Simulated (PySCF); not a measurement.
# [Pb(PH3)]2+ at several levels of theory

Computed with PySCF 2.14.0 (density fitting, no spin-orbit coupling) at the geometry relaxed with PBE0:

```xyz
5
[Pb(PH3)]2+ (singlet)
Pb    0.0000    0.0000   -0.3189
P     0.0000    0.0000    2.5755
H     1.3058    0.0000    3.1301
H    -0.6529    1.1308    3.1301
H    -0.6529   -1.1308    3.1301
```

```csv
level,basis,state,HOMO (eV),gap (eV),charge on Pb1 (e),dipole about the centre of mass (D),largest force component (eV/Å)
PBE0,"Pb def2-SVP with ECP60, P def2-SVP, H def2-SVP",singlet,-18.96,4.87,1.46,5.51,0.01
HF,the same,singlet,-20.99,9.94,1.51,5.08,0.74
PBE0,"Pb def2-TZVP with ECP60, P def2-TZVP, H def2-TZVP",singlet,-18.88,4.82,1.42,5.69,0.18
```

Charges are Mulliken's, which hang on the basis. The relaxation used the grid (50, 194), these runs (75, 302) or, all-electron (x2c bases, spin-free X2C Hamiltonian), (99, 590).

**Question.** What does wB97X with Pb def2-SVP with ECP60, P def2-SVP, H def2-SVP give here?

**Answer.** state singlet, HOMO (eV) -21.03, gap (eV) 8.97, charge on Pb1 (e) 1.48, dipole about the centre of mass (D) 5.27, largest force component (eV/Å) 0.10. Time: 1.5 s on 2 threads of Arm Neoverse V2, on a shared host, from an already converged density.

In the first row's basis the gap widens with exact exchange: 4.9 eV for PBE0 (a fixed share); 9.0 to 9.9 eV for wB97X, Hartree–Fock (rising or full at long range).
